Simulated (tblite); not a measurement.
Start geometry of `C#C[SiH2]NC/C=C/C(F)F` from a force field or distance geometry (Å):
```
atom  x, y, z in Å
C1     3.8171    1.5917    1.8518
C2     3.3309    0.8191    1.0613
Si3    2.6000   -0.3975   -0.1346
N4     0.8917   -0.2705   -0.0722
C5    -0.0090   -1.1058   -0.8465
C6    -1.4538   -0.6899   -0.7483
C7    -1.9440    0.3920   -0.1146
C8    -3.3825    0.7635   -0.0271
F9    -3.7783    0.8375    1.2672
F10   -4.1929   -0.1731   -0.6117
H11    4.2233    2.2874    2.5432
H12    2.9991   -0.1257   -1.5308
H13    2.9213   -1.7857    0.2380
H14    0.6369   -0.3770    0.9120
H15    0.2623   -1.0542   -1.9140
H16    0.0678   -2.1503   -0.5235
H17   -2.1464   -1.3526   -1.2484
H18   -1.2780    1.0736    0.3951
H19   -3.5752    1.7270   -0.5044
```

Q: What comes out of this run: tblite 0.8.0, GFN2-xTB geometry optimisation, gas phase?

A: 
```
atom  x, y, z in Å
C1     3.4054    1.6319    1.8727
C2     3.0061    0.8922    1.0144
Si3    2.4463   -0.2422   -0.3347
N4     0.8889   -0.7550    0.1740
C5    -0.0639   -1.4610   -0.6334
C6    -1.4229   -0.8260   -0.6592
C7    -1.7097    0.3387   -0.1025
C8    -3.0675    0.9660   -0.1196
F9    -3.5488    1.1046    1.1487
F10   -3.9804    0.2171   -0.7840
H11    3.7466    2.2789    2.6296
H12    2.2886    0.4743   -1.6066
H13    3.4320   -1.3302   -0.4747
H14    0.6578   -0.7756    1.1544
H15    0.3118   -1.5024   -1.6603
H16   -0.1827   -2.5025   -0.2953
H17   -2.1844   -1.3862   -1.1847
H18   -0.9644    0.9141    0.4261
H19   -3.0685    1.9728   -0.5722
```

The energy falls by 5.1 kcal/mol over 93 L-BFGS steps, the largest force on an atom goes from 1.63 to 0.010 eV/Å, and the atoms move by 0.497 Å rms after alignment. The bond that changes most is C6=C7 (both ends alkene CH carbon), which shortens by 0.024 Å. Bonds longer at the end by more than 0.005 Å: 4 of 18; shorter: 10. Among the angles that change most is Si3–N4–H14, from 106.0° to 120.2°. Among the dihedrals that turn most is Si3–N4–C5–H15, from -54° to -7°. Rotational constants go from 2324, 365.9, 322.4 to 2028, 419.0, 361.5 MHz. The orientation of the end geometry is arbitrary; only internal coordinates are fixed.

The run took 2.7 s of wall time on one thread of an Intel Xeon at 2.50 GHz, shared host with 64 logical CPUs at a one-minute load of 64.

Its lowest GFN2-xTB frequency is 14i cm⁻¹, too small to tell a flat minimum from a shallow saddle. One conformer, not necessarily the lowest.

These are computed values.
